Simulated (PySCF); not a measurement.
Compound: C9H16O.
Cartesian coordinates in Å at the PBE0-D3(BJ)/def2-SVP level; atoms count from 1:
```xyz
26
C9H16O angstrom
C      3.9764    1.1606    0.8927
C      3.0623    0.4333   -0.0639
O      1.7358    0.7243    0.2719
C      0.7688    0.1561   -0.5829
C      0.5033   -1.3140   -0.2430
C     -0.4605   -1.2260    0.9363
C     -1.4394   -0.1382    0.4936
C     -0.5784    0.8289   -0.3191
C     -0.6104    2.3084   -0.0880
C     -1.1902    1.7399   -1.3453
H      5.0312    0.9728    0.6436
H      3.7972    0.8274    1.9256
H      3.7940    2.2446    0.8492
H      3.2578   -0.6575   -0.0199
H      3.2673    0.7434   -1.1105
H      1.0951    0.2896   -1.6334
H      0.0112   -1.8002   -1.1025
H      1.4259   -1.8750   -0.0318
H     -0.9477   -2.1812    1.1820
H      0.0953   -0.8910    1.8264
H     -2.2227   -0.5784   -0.1475
H     -1.9482    0.3550    1.3356
H     -1.2943    2.6858    0.6774
H      0.3452    2.8351   -0.1417
H     -0.6520    1.8979   -2.2848
H     -2.2790    1.7149   -1.4515
```

Level of theory: PySCF 2.14.0, PBE0-D3(BJ)/def2-SVP geometry optimisation, gas phase.

Masses are those of the commonest isotopes; rigid-rotor values at the optimised geometry. The values belong to one conformer with, in the numbering `[CH3:1][CH2:2][O:3][C@H:4]1[CH2:5][CH2:6][CH2:7][C:8]12[CH2:9][CH2:10]2`, C1–C2–O3–C4 177°, C2–O3–C4–C5 81°, O3–C4–C5–C6 81°, C4–C5–C6–C7 44°, C5–C6–C7–C8 -34°, C6–C7–C8–C9 -131°.

Problem. What are A, B and C (MHz)?

Solution. Ia = 254.15, Ib = 519.76, Ic = 658.98 u·Å²; 505379 MHz·u·Å²/I gives A = 1989, B = 972.3, C = 766.9 MHz.

Problem. Classify the top.

Solution. An asymmetric top: κ = (2 × 972.3 − 1989 − 766.9)/(1989 − 766.9) = -0.66.

Problem. What does the inertial defect say?

Solution. Not planar: Δ = Ic − Ia − Ib = -114.93 u·Å². For a rigid frame Δ = −2 Σ m c², so Σ m c² = 57.46 u·Å² lies off the ab plane: 21.95 from hydrogen and 35.51 from heavier atoms. The atom farthest from that plane is 1.68 Å away.

Problem. Give the other two planar moments, Paa and Pbb, and the rms extents of the mass along the axes.

Solution. Paa = Σ m a² = (Ib + Ic − Ia)/2 = 462.30 and Pbb = Σ m b² = (Ia + Ic − Ib)/2 = 196.69 u·Å². With the mass M = 140.12 u, the rms extents √(P/M) along a, b and c are 1.82, 1.18, 0.64 Å.

Problem. List the rotational levels J(Ka,Kc) to J = 2 (MHz).

Solution. Above 0(0,0):
J = 1: 1(0,1) 1739, 1(1,1) 2755, 1(1,0) 2961
J = 2: 2(0,2) 5190, 2(1,2) 6028, 2(1,1) 6645, 2(2,1) 9693, 2(2,0) 9721

Problem. Predict some low-J microwave lines.

Solution. The dipole components are |μa| = 0.27 D, |μb| = 0.51 D, |μc| = 0.83 D. Intensities carry the squares of the components, which stand as 0.11 : 0.38 : 1.00 (a : b : c). Some lines, for components of 0.1 D or more:

| type | branch | J(Ka,Kc) | MHz | lower level (cm⁻¹) |
| --- | --- | --- | --- | --- |
| c | Q | 3(1,3) ← 3(0,3) | 623 | 0.344 |
| b | R | 2(0,2) ← 1(1,1) | 2434 | 0.092 |
| c | Q | 2(2,1) ← 2(1,1) | 3049 | 0.222 |
| b | R | 3(0,3) ← 2(1,2) | 4270 | 0.201 |
| a | R | 3(1,3) ← 2(1,2) | 4893 | 0.201 |
| b | Q | 3(3,0) ← 3(2,1) | 5476 | 0.502 |
| b | Q | 3(3,1) ← 3(2,2) | 5611 | 0.497 |
| c | R | 3(1,2) ← 2(0,2) | 6962 | 0.173 |
| c | R | 3(2,1) ← 2(1,1) | 8403 | 0.222 |
| c | R | 3(3,1) ← 2(2,1) | 10829 | 0.323 |

Problem. Estimate the classical rotational partition function at 10 K, 50 K and 200 K.

Solution. Point group C1, symmetry number σ = 1; q = (√π/σ)·√((kT/h)³/(ABC)), k/h = 20836.6 MHz/K: 4380 at 10 K, 48900 at 50 K, 392000 at 200 K.

PBE0-D3(BJ)/def2-SVP frequencies: not computed here. These are rigid-rotor constants of the computed structure; measured ground-state constants (B0) also hold zero-point vibration. A rigid rotor knows nothing of internal rotation, which can split or shift real lines.

Cost: about 2.6 min of CPU time on one thread; the machine was shared, so the figure is rough. These figures are those of the optimisation.
